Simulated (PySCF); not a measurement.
C4H10Mg, singlet, at the geometry of the source list. Base run: PBE0/6-31G, polarisability (PySCF).

Input for PySCF:
```python
from pyscf import gto, scf, dft
from pyscf.prop import polarizability

mol = gto.M(
    atom='''
Mg    0.640700    0.544500    1.228000
C    -0.515400    2.094000    2.136000
H    -1.187400    1.666700    2.881400
H    -1.127300    2.511900    1.338500
H     0.029800    2.911200    2.605000
C    -0.104100   -0.539300   -0.454800
C     0.198900   -2.030800   -0.336100
C     0.494700    0.018400   -1.742100
H    -1.197800   -0.414400   -0.510700
H    -0.176200   -2.585300   -1.207700
H     1.275600   -2.208000   -0.274200
H    -0.273600   -2.451300    0.555500
H     0.254600    1.080300   -1.847300
H     0.104900   -0.504100   -2.624400
H     1.582600   -0.093700   -1.747100
''',
    basis='6-31g',
    charge=0,
    spin=0,
    verbose=4,
)

mf = dft.RKS(mol)
mf.xc = 'pbe0'
mf.kernel()
alpha = mf.Polarizability().polarizability()[2, 2]
print('alpha_zz =', alpha)
```

Variants of this job, named by their change:

```tsv
change	alpha_zz (bohr³)	basis functions	core-seconds (rough)
base	78.83	69	20
finite field (a.u.) = 0.001; conv_tol = 1e-11	78.84	69	30
finite field (a.u.) = 0.001; conv_tol = 1e-6	78.86	69	20
basis = def2-SVP	___	124	50
finite field (a.u.) = 0.02; conv_tol = 1e-11	81.56	69	30
functional = lda,vwn	86.04	69	20
basis = 6-31G*	80.84	94	40
finite field (a.u.) = 0.05; conv_tol = 1e-11	99.25	69	30
finite field (a.u.) = 0.005; conv_tol = 1e-11	78.99	69	30
finite field (a.u.) = 2e-4; conv_tol = 1e-6	73.32	69	20
basis = cc-pVDZ	84.38	124	70
functional = hf	68.33	69	3
```

**Question.** What belongs in the gaps?

**Answer.** 
- basis = def2-SVP, alpha_zz (bohr³): 82.84

Finite-field rows take the second difference of the energy in a field along z; a small field with loose convergence shows SCF noise divided by the square of the field, and a large one adds hyperpolarisability.
